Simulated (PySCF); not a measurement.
Compound: C₃H₇BrGe.
Numbering: `[GeH3:1][C@@H:2]1[CH2:3][C@H:4]1[Br:5]` (hydrogens: H6, H7, H8 on Ge1; H9 on C2; H10, H11 on C3; H12 on C4)

Structure used (PBE0-D3(BJ)/def2-SVP), in Å, numbered top down from 1:
```
atom  x, y, z in Å
Ge1    1.9731   -0.4689   -0.0588
C2     0.0865   -0.5583    0.4054
C3    -0.9400   -1.1038   -0.5613
C4    -0.8957    0.3532   -0.2612
Br5   -2.2975    1.1542    0.7663
H6     2.6479   -1.8300    0.1864
H7     2.6864    0.6117    0.7734
H8     2.0733   -0.1147   -1.5561
H9    -0.1186   -0.7662    1.4607
H10   -0.6229   -1.4267   -1.5584
H11   -1.7680   -1.6814   -0.1422
H12   -0.5528    1.0474   -1.0324
```

Jobs on this species (12 atoms, 92 electrons) with PySCF (density fitting). Hardware of each: one thread, Arm Neoverse V2 (aarch64), no GPU, shared host. The host was shared with other jobs, so the times are rough. Peak memory is the resident size of the whole Python process, interpreter and libraries included.

```
                                                                 level and settings                                                          work  basis functions  SCF cycles  wall time  peak memory
   delta-SCF UKS B3LYP, pcX-2 on the ionised atom, pcseg-1 elsewhere, spin-free X2C                                 ΔSCF core ionisation, 3 holes              162           ?          ?            ?
    delta-SCF UKS PBE0, pcX-2 on the ionised atom, pcseg-1 elsewhere, spin-free X2C                                 ΔSCF core ionisation, 3 holes              162          45       35 s     0.67 GiB
delta-SCF UKS SCAN, def2-TZVP on the ionised atom, pcseg-1 elsewhere, spin-free X2C                                 ΔSCF core ionisation, 3 holes              148          52       21 s     0.53 GiB
      delta-SCF UKS HF, pcX-2 on the ionised atom, pcseg-1 elsewhere, spin-free X2C                                 ΔSCF core ionisation, 3 holes              162          47       27 s     0.75 GiB
    delta-SCF UKS SCAN, pcX-2 on the ionised atom, pcseg-1 elsewhere, spin-free X2C                                 ΔSCF core ionisation, 3 holes              162          50       22 s     0.53 GiB
    delta-SCF UKS SCAN, pcX-1 on the ionised atom, pcseg-1 elsewhere, spin-free X2C                                 ΔSCF core ionisation, 3 holes              141          51       19 s     0.53 GiB
                                                 PBE0-D3(BJ)/def2-SVP, grid level 1  geometry optimisation from a GFN2-xTB start shaken at random              141          32       49 s     0.54 GiB
 delta-SCF UKS SCAN, pcX-2 on the ionised atom, pcseg-1 elsewhere, non-relativistic                                 ΔSCF core ionisation, 3 holes              162          51       22 s     0.53 GiB
     delta-SCF UKS PBE, pcX-2 on the ionised atom, pcseg-1 elsewhere, spin-free X2C                                 ΔSCF core ionisation, 3 holes              162          48       14 s     0.53 GiB
```

Fill in the missing figures.

- delta-SCF UKS B3LYP, pcX-2 on the ionised atom, pcseg-1 elsewhere, spin-free X2C; ΔSCF core ionisation, 3 holes: 36 s, 0.67 GiB, 45 SCF cycles

What do all jobs in the table cost together?

About 4.1 min; the longest takes about 20 % of that, and about 3.5 times as long as the shortest.
